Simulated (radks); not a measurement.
Spherical quantum dot in the effective-mass picture: electrons in a parabolic well V = omega^2 r^2 / 2 with omega = 3.68, with a point charge +2 (a donor) at the centre, all in effective atomic units (hartree* = m*/eps^2 hartree, bohr* = eps/m* bohr), one dielectric constant everywhere. Method: non-relativistic Kohn-Sham, PBEsol, spin-polarised, spherical densities; computed with a radial shooting solver with Libxc functionals. Levels are named by radial order and angular momentum (1s, 1p, 1d, 2s, ...), and open shells are averaged over m.

N = 2, configuration 1s2. This is the lowest configuration that the search found. Occupied and some empty levels:

level  occupation  eigenvalue (hartree*)  <r> (bohr*)
1s              2                 3.0637       0.4783
1p              0                 8.2616       0.7425
2s              0                 11.058       0.8394
1d              0                 12.325       0.9185

Energy (hartree*): total 2.86453, kinetic 8.5212, external -7.6331, Hartree 3.8047, exchange-correlation -1.8283.
